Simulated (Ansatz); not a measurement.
Si(NHSiH3)(Cl)3 (Cl₃H₄NSi₂), SMILES [SiH3]N[Si](Cl)(Cl)Cl.

The structure is a stationary point at PBE0-D3(BJ)/def2-SVP. One conformer was computed; it need not be the lowest.

Two levels are set side by side: PBE/def2-SVPD (Ansatz, a first-principles code) and PBE0/def2-SVPD (Ansatz). Energy differences of separate SCF runs at the same geometry; the states with an electron removed or added have multiplicity 2 and 2. Differences are taken from unrounded values.

| quantity | PBE0 |
|---|---|
| vertical ionisation energy (eV) | 10.12 |
| vertical singlet–triplet gap (eV) | 6.18 |

What does PBE give, and how far is it from PBE0? (The exact figures need the calculation; the answer reports its results.)


```json
[
 {"quantity": "vertical ionisation energy (eV)", "PBE": "9.67", "PBE minus PBE0": "-0.45"},
 {"quantity": "vertical singlet–triplet gap (eV)", "PBE": "5.63", "PBE minus PBE0": "-0.55"}
]
```
